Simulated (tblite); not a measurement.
Compound: C7H9N3S.
SMILES with atom numbers: `[CH3:1][S:2][c:3]1[cH:4][c:5]([CH:6]2[CH2:7][CH2:8]2)[n:9][n:10][n:11]1` (hydrogens: H12, H13, H14 on C1; H15 on C4; H16 on C6; H17, H18 on C7; H19, H20 on C8)

Computed with GFN2-xTB (tblite), gas phase: L-BFGS steps from a force-field or distance-geometry start until the largest atomic force falls under 0.01 eV/Å.

Step 77: E = -857.5385 eV
```
atom  x, y, z in Å  |  force x, y, z in eV/Å
C1      4.1700   -0.8406   -0.4802   -0.013   0.080  -0.022
S2      3.1815   -0.0236    0.8097    0.054  -0.011  -0.155
C3      1.6440    0.0456   -0.0104    0.023  -0.050  -0.104
C4      0.4935    0.4871    0.6403   -0.100  -0.083  -0.028
C5     -0.6882    0.3418   -0.0863    0.076  -0.022  -0.001
C6     -1.9892    0.7177    0.4747   -0.127   0.014  -0.011
C7     -3.1020   -0.3061    0.5978    0.053   0.088  -0.052
C8     -3.2087    0.7921   -0.4107    0.011  -0.185   0.121
N9     -0.6549   -0.1675   -1.3341    0.045   0.063   0.186
N10     0.4590   -0.4754   -1.8841    0.087   0.084   0.157
N11     1.5953   -0.3794   -1.2776   -0.153  -0.081   0.026
H12     5.0538   -1.2428    0.0056   -0.026   0.039  -0.020
H13     3.5584   -1.6269   -0.9115    0.066  -0.019   0.006
H14     4.4385   -0.1199   -1.2519   -0.027  -0.059   0.144
H15     0.5329    0.8582    1.6567   -0.082  -0.005  -0.172
H16    -1.9209    1.4158    1.3048    0.033  -0.013  -0.116
H17    -2.9169   -1.3123    0.2399    0.008   0.187   0.015
H18    -3.6762   -0.2636    1.5144   -0.044  -0.005  -0.145
H19    -3.8949    1.6158   -0.2662    0.030  -0.134   0.087
H20    -3.0802    0.4948   -1.4426    0.084   0.112   0.083
```

Step 78: E = -857.5431 eV
```
atom  x, y, z in Å  |  force x, y, z in eV/Å
C1      4.1667   -0.8447   -0.4802   -0.014   0.009   0.000
S2      3.1723   -0.0582    0.8179    0.047   0.030  -0.029
C3      1.6409    0.0348   -0.0069    0.020  -0.026  -0.029
C4      0.4877    0.4704    0.6434   -0.007  -0.064   0.009
C5     -0.6878    0.3512   -0.0910   -0.010  -0.010  -0.005
C6     -1.9907    0.7303    0.4660   -0.006   0.023   0.010
C7     -3.0922   -0.2974    0.6145    0.025  -0.001   0.009
C8     -3.2094    0.7723   -0.4153   -0.041  -0.059   0.027
N9     -0.6483   -0.1317   -1.3459    0.000   0.014   0.069
N10     0.4672   -0.4378   -1.8938   -0.002   0.039   0.038
N11     1.5983   -0.3650   -1.2802   -0.073  -0.088  -0.013
H12     5.0545   -1.2459   -0.0021   -0.015   0.026  -0.005
H13     3.5635   -1.6285   -0.9257    0.054  -0.049  -0.006
H14     4.4270   -0.1099   -1.2356    0.014   0.019   0.038
H15     0.5184    0.8226    1.6633   -0.050   0.031  -0.060
H16    -1.9234    1.4454    1.2776    0.037   0.049  -0.032
H17    -2.8970   -1.3059    0.2814    0.023   0.046  -0.023
H18    -3.6726   -0.2398    1.5237   -0.060  -0.005  -0.063
H19    -3.9051    1.5874   -0.2834   -0.009  -0.063   0.073
H20    -3.0747    0.4610   -1.4394    0.068   0.079  -0.009
```

Step 79: E = -857.5453 eV
```
atom  x, y, z in Å  |  force x, y, z in eV/Å
C1      4.1673   -0.8434   -0.4786   -0.018  -0.003  -0.011
S2      3.1760   -0.0446    0.8132    0.029   0.033  -0.019
C3      1.6421    0.0381   -0.0085    0.019  -0.037  -0.039
C4      0.4888    0.4751    0.6403    0.011  -0.068   0.012
C5     -0.6880    0.3477   -0.0901   -0.016   0.006  -0.006
C6     -1.9906    0.7269    0.4677    0.013   0.022   0.024
C7     -3.0934   -0.2999    0.6082    0.012  -0.009   0.020
C8     -3.2100    0.7782   -0.4120   -0.035  -0.041  -0.003
N9     -0.6492   -0.1432   -1.3413   -0.025   0.004   0.044
N10     0.4658   -0.4526   -1.8887   -0.023   0.037   0.016
N11     1.5974   -0.3731   -1.2788   -0.046  -0.079   0.018
H12     5.0544   -1.2433    0.0015   -0.016   0.020  -0.005
H13     3.5618   -1.6271   -0.9212    0.054  -0.057   0.009
H14     4.4283   -0.1153   -1.2390    0.030   0.044   0.021
H15     0.5204    0.8337    1.6573   -0.048   0.040  -0.038
H16    -1.9220    1.4354    1.2851    0.038   0.047  -0.037
H17    -2.9017   -1.3057    0.2671    0.033   0.033  -0.032
H18    -3.6721   -0.2490    1.5186   -0.070   0.000  -0.057
H19    -3.9034    1.5937   -0.2722   -0.015  -0.056   0.078
H20    -3.0770    0.4789   -1.4402    0.069   0.065   0.003
```

Q: Estimate the geometry and energy of step 80. (The exact step hangs on the optimiser's Hessian estimate; all steps are aligned on step 79, rigid shifts and turns removed.)

A: E = -857.5527 eV, largest force 0.146 eV/Å
```
atom  x, y, z in Å  |  force x, y, z in eV/Å
C1      4.1766   -0.8368   -0.4713    0.028   0.043  -0.065
S2      3.1978    0.0367    0.7789   -0.071   0.009  -0.037
C3      1.6477    0.0555   -0.0236    0.027  -0.028   0.061
C4      0.4952    0.4986    0.6227    0.023   0.022   0.142
C5     -0.6920    0.3252   -0.0817   -0.016   0.042  -0.011
C6     -1.9902    0.7073    0.4832   -0.015  -0.107  -0.041
C7     -3.1051   -0.3137    0.5730   -0.028  -0.063  -0.012
C8     -3.2133    0.8133   -0.3924    0.044   0.041   0.036
N9     -0.6635   -0.2174   -1.3119    0.005   0.033   0.051
N10     0.4502   -0.5322   -1.8592   -0.073  -0.008  -0.057
N11     1.5891   -0.4128   -1.2714   -0.015  -0.084  -0.020
H12     5.0549   -1.2295    0.0304   -0.017   0.014  -0.020
H13     3.5652   -1.6245   -0.8952   -0.005  -0.111   0.063
H14     4.4510   -0.1480   -1.2624    0.073   0.082   0.020
H15     0.5357    0.9075    1.6240   -0.048  -0.015  -0.134
H16    -1.9181    1.3794    1.3283    0.056   0.068   0.001
H17    -2.9335   -1.3050    0.1754    0.073   0.116   0.003
H18    -3.6785   -0.3079    1.4891   -0.082   0.033  -0.087
H19    -3.8880    1.6362   -0.2100   -0.036  -0.069   0.100
H20    -3.0863    0.5788   -1.4374    0.078  -0.018   0.003
```

The energy changes by -0.0074 eV. The first-order estimate −F·Δx gives -0.0133 eV and the mean of the old and new forces, exact on a quadratic surface, -0.0073 eV. The step makes an angle of 80° with the force vector and moves no atom by more than 0.100 Å.

What follows is the cost of the whole relaxation. Hardware: Arm Neoverse V1, one thread, shared host with 32 logical CPUs at a one-minute load of 23. Cost: 1.3 s wall.
